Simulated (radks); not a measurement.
Values are calculated unless marked as measured or tabulated.
Problem. The chlorine ion Cl12+, 5 electrons, occupied as [He] 2s2 2p1 (the NIST ground configuration). Code: a radial shooting solver on a logarithmic mesh with Libxc functionals. Model: Dirac Kohn-Sham, BLYP, spin-unpolarised, spherical densities, finite nucleus; open shells fill j = l - 1/2 first; Fermi nuclear charge, rms radius 3.3654 fm. Some entries of the table are withheld. Estimate them.

orbital,occ.,eigenvalue (hartree),r(max) (bohr)
1s1/2,2,-120.9316,0.05936
2s1/2,2,-24.33607,0.3356
2p1/2,1,(1),(2)
2p3/2,0,(3),(4)

Solution. 
(1) 2p1/2 eigenvalue (hartree): -22.87297
(2) 2p1/2 r(max) (bohr): 0.2685
(3) 2p3/2 eigenvalue (hartree): -22.78311
(4) 2p3/2 r(max) (bohr): 0.2700
